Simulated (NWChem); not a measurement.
Species: Br anion

Program: NWChem. Level: PBE0/aug-cc-pVDZ; rows give the wavelength of the field.

```json
[
 {"field": "static", "isotropic polarisability (bohr³)": "32.0", "anisotropy (bohr³)": "0.0"},
 {"field": "1065 nm", "isotropic polarisability (bohr³)": "32.6", "anisotropy (bohr³)": "0.0"},
 {"field": "589 nm", "isotropic polarisability (bohr³)": "33.9", "anisotropy (bohr³)": "0.0"}
]
```
